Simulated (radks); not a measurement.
Neutral holmium inside a hard spherical wall (all orbitals vanish at R), configuration held at [Xe] 4f11 6s2 and not refilled when levels cross. Method: scalar-relativistic Kohn-Sham, LDA (Slater exchange, Perdew-Wang correlation), spin-unpolarised, spherical densities, finite nucleus; Fermi nuclear charge, rms radius 5.2022 fm; computed with a radial shooting solver on a logarithmic mesh with Libxc functionals. Eigenvalues in eV, with the zero of energy where the potential of the charges vanishes at infinity; a dash marks a level that is unbound or too diffuse for the functional's potential to be trusted. A positive occupied level is held by the wall or, in an anion where self-interaction has pushed it up, behind a barrier. The pressure on the wall is -dE/dV.

R (bohr)  E (hartree)  kinetic (hartree)    e(5s)    e(5p)   e(6s)   e(4f)  e(5d, empty)  e(6p, empty)  pressure (GPa)
free      -12607.0881          13628.365  -50.521  -26.007  -3.941  -3.365        -1.208        -1.196               0
20        -12607.0881          13628.365  -50.521  -26.007  -3.941  -3.365        -1.208        -1.195        < 0.0001
15        -12607.0881          13628.365  -50.519  -26.006  -3.939  -3.363        -1.205        -1.182        0.000131
12        -12607.0878          13628.368  -50.494  -25.981  -3.920  -3.339        -1.176        -1.103         0.00460
10        -12607.0860          13628.384  -50.381  -25.869  -3.828  -3.228        -1.059        -0.862          0.0485
5         -12606.8187          13629.538  -46.641  -22.275   1.657   0.558         3.165         8.094            26.1
4         -12606.2732          13631.607  -43.121  -18.947  10.040   4.426         7.897        20.019             144
3.5       -12605.5449          13634.375  -39.696  -15.589  19.786   8.414        12.824        32.912             400
3         -12603.8924          13640.568  -33.615   -9.248  39.144  15.739        22.010        56.984            1300
2.5       -12599.6524          13655.686  -21.484    4.366  81.095  30.156        41.082        106.06            5080
1.5       -12540.0178          13839.551   104.18   151.03  474.21  135.34        223.65        528.91          189000
